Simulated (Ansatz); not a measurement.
AlBH3IN2O. Charge 0, multiplicity 1. I: def2 effective core potential.

```csv
atom,x (Å),y (Å),z (Å)
O1,0.3412,1.4189,1.5239
B2,0.0863,0.5049,0.5397
N3,1.0210,-0.2980,-0.2392
Al4,-0.4241,-0.9530,-1.0380
I5,-0.9723,-2.5702,-2.7867
N6,-1.2429,0.1550,0.0717
H7,1.2764,1.5248,1.7047
H8,2.0193,-0.3167,-0.1840
H9,-2.1049,0.5343,0.4078
```

Problem. What are the harmonic wavenumbers in cm⁻¹ at PBE0-D4/def2-TZVP (Ansatz, finite differences of forces, unscaled)? (Estimate.)

Solution. The calculation gave: 64, 111, 223, 225, 256, 378, 472, 541, 563, 668, 733, 797, 951, 958, 993, 1034, 1272, 1464, 3745, 3748, 3912.

Problem. Is this a minimum?

Solution. Yes, all 21 modes are real.

Problem. Give the ideal-gas thermochemistry at 298.15 K and 1 bar (rigid rotor, harmonic oscillator; point group Cs, symmetry number 1).

Solution. Zero-point energy 138.2 kJ/mol; H(298) − E = 159.9 kJ/mol; entropy 369.5 J/(mol·K), of which translation 175.6, rotation 121.6, vibration 72.3; G(298) − E = 49.7 kJ/mol. Modes under 100 cm⁻¹ are hindered rotations or soft bends, so the harmonic entropy is rough.

Problem. And at 400, 500, 600, 800 and 1000 K?

Solution. 
| T (K) | H − E (kJ/mol) | S (J/mol/K) | G − E (kJ/mol) |
| --- | --- | --- | --- |
| 400 | 172.2 | 404.8 | 10.2 |
| 500 | 185.8 | 435.2 | -31.8 |
| 600 | 200.6 | 462.0 | -76.7 |
| 800 | 232.3 | 507.6 | -173.8 |
| 1000 | 266.1 | 545.3 | -279.2 |
